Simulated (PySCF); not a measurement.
C3H6GeO. Atoms are numbered in the order given.

```xyz
11

C     -0.5765    -2.4289     0.0000
C      0.0217    -1.0709     0.0000
C      1.3056    -0.6442     0.0000
O      1.4306     0.7097     0.0000
Ge    -0.4401     0.8063     0.0000
H     -1.2097    -2.6046    -0.8856
H     -1.2097    -2.6046     0.8856
H      0.2101    -3.2007     0.0000
H      2.2359    -1.2299     0.0000
H     -0.9461     1.5121    -1.2695
H     -0.9461     1.5121     1.2695
```

The structure is a stationary point at PBE0-D3(BJ)/def2-SVP. The structure was generated by enumeration, and PubChem lists no compound with its InChIKey, so it may never have been made.

All values below come from PySCF 2.14.0 with PBE0-D3(BJ)/def2-SVP.

Frequencies are harmonic and unscaled.

Computed normal modes with their intensities:
```csv
mode,ν (cm⁻¹),IR (km/mol),moving atoms (share of kinetic energy)
1,150,0.1,H 96 %
2,244,4.0,"C 58 %, H 36 %"
3,250,4.1,"C 49 %, H 27 %, Ge 18 %"
4,322,3.8,"H 49 %, C 29 %, O 22 %"
5,491,24.8,"O 46 %, Ge 28 %, C 21 %"
6,525,3.5,"C 62 %, Ge 18 %, H 16 %"
7,552,7.9,"H 87 %, C 11 %"
8,590,75.2,"H 67 %, C 14 %, O 12 %"
9,680,36.5,"H 79 %, C 15 %"
10,721,5.8,"O 52 %, C 27 %, H 21 %"
11,882,120.9,H 98 %
12,940,14.7,"H 67 %, C 32 %"
13,992,12.9,"H 67 %, C 32 %"
14,1040,0.2,"H 69 %, C 31 %"
15,1158,150.8,"H 36 %, O 35 %, C 29 %"
16,1206,9.2,"C 79 %, H 19 %"
17,1291,20.9,"H 56 %, C 35 %, O 9 %"
18,1397,1.4,"H 71 %, C 28 %"
19,1443,9.8,H 97 %
20,1462,8.7,H 96 %
21,1690,48.4,C 94 %
22,2161,121.3,H 99 %
23,2170,122.3,H 98 %
24,3035,43.5,H 97 %
25,3113,13.2,"H 91 %, C 9 %"
26,3132,12.9,"H 91 %, C 9 %"
27,3161,23.2,"H 91 %, C 9 %"
```
